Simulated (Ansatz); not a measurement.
`C[O][AlH][F]` + `N[SiH]([SiH3])S` → `C[O][Al]([F])[SH]` + `N[SiH2][SiH3]`  (redistribution)

Gas-phase electronic energies from Ansatz, PBE0-D4/def2-TZVP geometries. CCSD(T)/CBS is the MP2 limit (def2-TZVPP, def2-QZVPP) plus CCSD(T) − MP2 in def2-TZVPP, frozen cores. This one scheme is used for every species. DFT in def2-TZVPP. Each species was taken in one conformer, which may not be the lowest.

CCSD(T)/CBS gives -39.4 kJ/mol.

Another level gave -39.6 kJ/mol. Which?
A. CCSD/def2-TZVPP
B. HF/def2-TZVPP
C. PBE-D4/def2-TZVPP
D. MP2/def2-TZVPP

D. MP2/def2-TZVPP -39.6, PBE-D4 -34.1, CCSD/def2-TZVPP -43.6, HF/def2-TZVPP -48.1 kJ/mol.

Largest T1 diagnostic among the species: 0.013.

The D4 term adds +5.1 kJ/mol with B3LYP and +2.7 kJ/mol with PBE0; it sums over pairs of atoms, weighted by their polarisabilities, and B3LYP, whose exchange is more repulsive, gets the larger term. In def2-TZVPP, CCSD(T) changes the Hartree–Fock value by +6.2 kJ/mol (the triples alone add +1.7 kJ/mol) and MP2 by +8.5 kJ/mol.

B3LYP here is the variant with VWN-RPA as its local correlation; programs differ in this.
